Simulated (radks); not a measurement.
Values are calculated unless marked as measured or tabulated.
Question: Orbital eigenvalues (eV) of the chlorine ion Cl13+, [He] 2s2, of relativity; Dirac values are averaged over j with weights 2j + 1. Spin-unpolarised spherical Kohn-Sham, LDA (Slater exchange, Perdew-Wang correlation), point nucleus unless stated (finite: rms radius 3.3654 fm), a radial shooting solver on a logarithmic mesh with Libxc functionals. A level marked "c x" has the speed of light scaled by that factor.

shell       non-rel.
1s           -3359.1
2s           -718.23
2p (empty)   -684.95
3s (empty)   -294.35

Give the values at the level "Dirac, c x 5".

Answer: 
shell       Dirac, c x 5  change of magnitude (%)
1s               -3359.6                    +0.01
2s               -718.36                    +0.02
2p (empty)       -684.99                    +0.01
3s (empty)       -294.39                    +0.01
